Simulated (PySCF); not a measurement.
## MH₄ across the fifth-period p block

Level: PBE0, basis family def2-TZVP, scalar-relativistic core potentials from Rb on and no relativity for lighter atoms.

Each entry is the lowest minimum that a search over a few typed start shapes (and spin states, where more than one is plausible) found, or that minimum re-optimised at the stated level; isomers with ligand–ligand bonds, or fragments after loss of a ligand pair, can lie lower. Open shells are unrestricted; no spin–orbit coupling; PySCF with density fitting.

```
molecule  2S+1  point group  mean bond to the central atom (Å)  distinct angles (°)  lowest ω (cm⁻¹)  gap (eV)  atomisation (kJ/mol)
    SnH₄     ?            ?                                  ?                    ?                ?         ?                     ?
    SbH₄     2          C2v                              1.763            92/96/175              496         –                   831
    TeH₄     1          C4v                              1.729               83/138              270      5.49                   797
     IH₄     2          D4h                              1.796               90/180              374         –                   468
```

Problem. Fill in the row of SnH₄.

Solution. 2S+1: 1; point group: Td; mean bond to the central atom (Å): 1.704; distinct angles (°): 109; lowest ω (cm⁻¹): 685; gap (eV): 9.85; atomisation (kJ/mol): 1055.

Left out of the table are members whose search was unfinished or whose lowest solution was spin-contaminated, unstable, very soft or bonded differently.
